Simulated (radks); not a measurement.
Values are calculated unless marked as measured or tabulated.
Question: These are the eigenvalues of the occupied orbitals of an atom or ion with whole-number occupations (hartree). Code: a radial shooting solver on a logarithmic mesh with Libxc functionals. Model: Dirac Kohn-Sham, BLYP, spin-unpolarised, spherical densities, finite nucleus; Fermi nuclear charge, rms radius of each element as measured or else 0.836 A^(1/3) + 0.57 fm.

| orbital | eigenvalue |
|---|---|
| 1s1/2 | -3352.910 |
| 2s1/2 | -696.3152 |
| 2p1/2 | -674.4103 |
| 2p3/2 | -593.3948 |
| 3s1/2 | -249.7213 |
| 3p1/2 | -240.1865 |
| 3p3/2 | -220.9906 |
| 3d3/2 | -205.9172 |
| 3d5/2 | -201.7309 |

Which element is it, and in what charge state? The configuration may be excited. Open shells, if any, fill j = l - 1/2 first.

Answer: Z = 82, lead, charge +55: Pb55+ in [Ar] 3d9. The list shows which subshells hold electrons but not how many an open one holds; the 1s level, -3352.9 hartree, gives Z - s = 81.9 by -(Z - s)^2/2, which with screening and relativity narrows Z to a few neighbours, and the depths of the outer levels then fix element, charge and occupations together.
